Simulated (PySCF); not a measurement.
This PySCF input asks for the NMR shieldings of `[SiH3]C[Si@H]([SiH3])S[SiH2]Cl`, CH11ClSSi4; the geometry comes from GFN2-xTB.

```python
import basis_set_exchange as bse
import numpy as np
from pyscf import gto, dft
from pyscf.prop import nmr

atoms = """
Si   -1.741839   -2.348630   -0.032124
C    -0.090175   -1.447612    0.234481
Si   -0.255381    0.402034    0.640474
Si   -1.170756    1.673624   -1.066803
S     1.758214    1.108933    1.211147
Si    2.856072    1.412709   -0.578960
Cl    2.527418   -0.034128   -1.956351
H    -2.540752   -2.275967    1.192031
H    -1.494773   -3.751605   -0.371423
H    -2.465086   -1.690905   -1.123390
H     0.462144   -1.941880    1.035386
H     0.518401   -1.564361   -0.663713
H    -0.870827    0.544613    1.963385
H    -2.628418    1.535049   -1.041317
H    -0.711385    1.248914   -2.393009
H    -0.863865    3.102307   -0.949591
H     4.248187    1.367419   -0.176566
H     2.454062    2.665805   -1.200074
"""
names = dict.fromkeys(["Si", "C", "S", "Cl", "H"], "pcSseg-1")
basis = {el: gto.basis.parse(bse.get_basis(n, elements=[el], fmt="nwchem")) for el, n in names.items()}
mol = gto.M(atom=atoms, basis=basis, charge=0, verbose=0)
mf = dft.RKS(mol, xc="PBE0")
mf.grids.level = 2
mf.grids.alignment = dft.numint.BLKSIZE   # the property module wants whole blocks of grid points
mf.conv_tol = 1e-9
mf.kernel()

calc = nmr.RKS(mf)   # GIAO
C = mf.mo_coeff
Co = C[:, mf.mo_occ > 0]
resp = mf.gen_response(singlet=True, hermi=2)
def vind(x):   # induced exchange potential for any number of trial vectors
    d = np.einsum("pi,xij,qj->xpq", C, 2 * x.reshape(-1, C.shape[1], Co.shape[1]), Co, optimize=True)
    return np.einsum("xpq,pi,qj->xij", resp(d - d.transpose(0, 2, 1)), C, Co, optimize=True).ravel()
mo1, _ = nmr.rhf.solve_mo1(calc, with_cphf=vind)
sigma = calc.kernel(mo1)
for i, s in enumerate(sigma):   # ppm
    w = np.linalg.eigvalsh((s + s.T) / 2)
    print("%2d %-2s iso %8.1f  s11 %8.1f  s22 %8.1f  s33 %8.1f" % (i, mol.atom_pure_symbol(i), w.mean(), *w))
```

Problem. What are the results?

Solution. 
```
 0 Si iso    427.6  s11    404.0  s22    410.8  s33    467.8
 1 C  iso    185.2  s11    176.3  s22    186.7  s33    192.6
 2 Si iso    365.3  s11    292.4  s22    393.6  s33    410.0
 3 Si iso    464.6  s11    441.3  s22    473.7  s33    478.9
 4 S  iso    690.8  s11    624.4  s22    665.5  s33    782.6
 5 Si iso    357.9  s11    296.0  s22    383.0  s33    394.6
 6 Cl iso    934.9  s11    856.4  s22    928.1  s33   1020.3
 7 H  iso     27.9  s11     24.2  s22     26.0  s33     33.4
 8 H  iso     27.6  s11     23.7  s22     25.2  s33     33.9
 9 H  iso     28.0  s11     23.7  s22     27.8  s33     32.3
10 H  iso     31.1  s11     25.5  s22     30.1  s33     37.8
11 H  iso     30.8  s11     24.0  s22     30.2  s33     38.3
12 H  iso     26.5  s11     22.3  s22     25.4  s33     31.9
13 H  iso     28.1  s11     24.1  s22     26.0  s33     34.1
14 H  iso     27.9  s11     24.4  s22     27.5  s33     31.8
15 H  iso     28.0  s11     24.3  s22     26.3  s33     33.6
16 H  iso     26.1  s11     21.0  s22     24.1  s33     33.0
17 H  iso     25.8  s11     21.9  s22     24.0  s33     31.6
```

These numbers come from an equivalent density-fitted implementation of the same equations, which agrees with the script to about 0.01 ppm for H and up to a few tenths of a ppm for heavy atoms, so last digits may differ.

Size and cost of the density-fitted run: 216 basis functions, 81 s wall time on 1 thread of an Arm Neoverse N1, shared host; peak memory 1.1 GiB.
